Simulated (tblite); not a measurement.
Input of a run (GFN2-xTB geometry optimisation, gas phase (tblite 0.8.0)), started from a force field or distance geometry:
```
{"job": {"kind": "relax", "xc": "GFN2-xTB", "basis": "xTB"}, "charge": 0, "multiplicity": 1}
O      2.945000    -1.591200    -0.698600
C      2.703700    -0.513000    -0.086500
F      3.748700     0.221100     0.454800
C      1.371000     0.029600     0.127100
C      0.217700    -0.608500    -0.327500
C     -0.839300     0.200500     0.058500
C     -2.264600    -0.089900    -0.236100
F     -2.517700     0.506800    -1.449900
F     -2.369100    -1.461100    -0.450900
F     -3.085600     0.364200     0.773700
C     -0.289300     1.263100     0.740000
O      1.007800     1.118400     0.764600
H      0.171300    -1.538300    -0.885700
H     -0.800200     2.097700     1.194400
```

Output (eV, eV/Å):
```
step      E/eV     max force
  0   -1112.92532    5.446
  1   -1113.21165    6.286
  2   -1113.43065    1.184
  3   -1113.48934    0.636
  4   -1113.53042    0.345
  5   -1113.53862    0.266
  6   -1113.55136    0.289
  7   -1113.55878    0.240
  8   -1113.56556    0.264
  9   -1113.57163    0.278
 10   -1113.57781    0.239
 11   -1113.58234    0.165
 12   -1113.58556    0.183
 13   -1113.58858    0.174
 14   -1113.59244    0.203
 15   -1113.59725    0.193
 16   -1113.60280    0.220
 17   -1113.60840    0.226
 18   -1113.61299    0.212
 19   -1113.61566    0.113
 20   -1113.61680    0.068
 21   -1113.61733    0.056
 22   -1113.61769    0.048
 23   -1113.61803    0.060
 24   -1113.61845    0.055
 25   -1113.61895    0.066
 26   -1113.61944    0.067
 27   -1113.61981    0.053
 28   -1113.62004    0.044
 29   -1113.62021    0.036
 30   -1113.62037    0.034
 31   -1113.62051    0.028
 32   -1113.62061    0.026
 33   -1113.62068    0.020
 34   -1113.62072    0.018
 35   -1113.62076    0.014
 36   -1113.62077    0.010
```

Summarise the run.

The energy falls by 16.0 kcal/mol over 36 L-BFGS steps, the largest force on an atom goes from 5.45 to 0.010 eV/Å, and the atoms move by 0.152 Å rms after alignment. The bond that changes most is O1=C2 (carbonyl oxygen to acyl halide carbon), which shortens by 0.080 Å. Bonds longer at the end by more than 0.005 Å: 4 of 14; shorter: 8. Among the angles that change most is C2–C4–O12, from 129.3° to 120.8°. The energy never rose by more than 1e-5 eV on the way. The first step brought 41 % of the lowering.

What are the final bond lengths?

O1=C2 1.183 Å, C2–F3 1.356 Å, C2–C4 1.455 Å, C4–C5 1.377 Å, C5–C6 1.410 Å, C6–C7 1.492 Å, C7–F8 1.344 Å, C7–F9 1.336 Å, C7–F10 1.341 Å, C6–C11 1.375 Å, C11–O12 1.320 Å, C4–O12 1.351 Å, C5–H13 1.071 Å, C11–H14 1.073 Å. Numbering counts from 1 in the input's order; the species is `O=C(F)c1cc(C(F)(F)F)co1`.

Its lowest GFN2-xTB frequency is 8 cm⁻¹, too small to tell a flat minimum from a shallow saddle. One conformer, not necessarily the lowest. 2 starts were optimised and ended at 0.00 and 0.02 kcal/mol (GFN2-xTB); the lowest of these is shown.

Conformer computed: `[O:1]=[C:2]([F:3])[c:4]1[cH:5][c:6]([C:7]([F:8])([F:9])[F:10])[cH:11][o:12]1`: O1–C2–C4–C5 0°, C5–C6–C7–F8 -91°.
